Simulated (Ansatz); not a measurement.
Species: CH$_{3}$AlF$_{2}$, SMILES `[CH3][Al]([F])[F]` (charge 0, multiplicity 1), formula CH₃AlF₂.

Task: How many basis functions does frozen-core CCSD(T)/cc-pVTZ // B3LYP-D3(BJ)/def2-TZVP run with Ansatz (a first-principles code) use, how many core orbitals are frozen, and how many electrons are correlated?

Result: 166 basis functions and 8 frozen orbitals, which leaves 24 correlated electrons. Core time is of the order of seconds.
